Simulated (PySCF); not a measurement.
## From computed data to an observable: refractive index and permittivity of the vapour

CH4ClFOSi, SMILES OC[Si@@H](F)Cl.

The structure is a stationary point at B3LYP-D3(BJ)/def2-SVP. The structure was generated by enumeration; whether it is a known compound was not checked. One conformer was computed; it need not be the lowest.

M06-2X/def2-TZVP run with PySCF gives a mean static polarisability of 50.6 bohr³ and a dipole moment of 2.31 D. Take an ideal gas at 298.15 K and 1 bar, whether or not the substance is that volatile.

**Question.** Work out n − 1 in the optical limit and the static ε − 1.

**Answer.** 
Polarisability volume α' = 50.6 × 0.148185 = 7.50 Å³. Number density N = p/kT = 2.43e-5 Å⁻³.
Dilute limit of Lorentz–Lorenz: n − 1 = 2π N α' = 0.0011.
Orientation term of Debye: μ²/(3kT) = 8.098 Å³ × μ²(D²) = 43.21 Å³.
ε − 1 = 4π N (α' + μ²/3kT) = 0.015. Orientation of the dipole supplies 85 % of the static response; it can't follow optical fields. Vibrational polarisation and dispersion are left out.
